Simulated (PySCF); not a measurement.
# Selenium: a sound run and one with changed settings

Sound run: Se [Ar] 3d10 4s2 4p4, Se⁺ [Ar] 3d10 4s2 4p3. Computed with PySCF 2.14 in Sapporo-DKH3-DZP-2012 (6s5p3d1f, 43 functions), with the spin-free X2C one-electron Hamiltonian (Gaussian nucleus). In the sound run the correlated levels freeze [Ar] 3d10. The sound run starts from symmetry-adapted Hartree-Fock orbitals and uses a fine grid where one is needed.

Changed run: no relativity, point nucleus. This setting is unsound on purpose.

| species | method | sound run (hartree) | changed run (hartree) | converged |
| --- | --- | --- | --- | --- |
| Se | UHF | -2428.01033 | -2382.17666 | yes |
| Se | PBE | -2429.43291 | -2383.63715 | yes |
| Se | BP86 | -2430.08846 | -2384.29028 | yes |
| Se | MP2 | -2428.08560 | -2382.25221 | yes |
| Se | CCSD(T) | -2428.10257 | -2382.26985 | yes |
| Se⁺ | UHF | -2427.69846 | -2381.86213 | yes |
| Se⁺ | PBE | -2429.07974 | -2383.28159 | yes |
| Se⁺ | BP86 | -2429.72823 | -2383.92781 | yes |
| Se⁺ | MP2 | -2427.75699 | -2381.92166 | yes |
| Se⁺ | CCSD(T) | -2427.77246 | -2381.93799 | yes |

Ionisation energy of Se:

| method | sound run (eV) | changed run (eV) |
| --- | --- | --- |
| UHF | 8.486 | 8.559 |
| PBE | 9.610 | 9.675 |
| BP86 | 9.803 | 9.864 |
| MP2 | 8.942 | 8.995 |
| SCS-MP2 | 8.959 | 9.010 |
| CCSD | 8.970 | 9.017 |
| CCSD(T) | 8.983 | 9.030 |

Most of the change in total energy is the relativistic energy itself. On top of that the contraction fixes the core shape for the Hamiltonian it was made with, so the changed run is not a good calculation with the other Hamiltonian either.

For comparison, NIST gives 9.752 eV between the lowest levels.
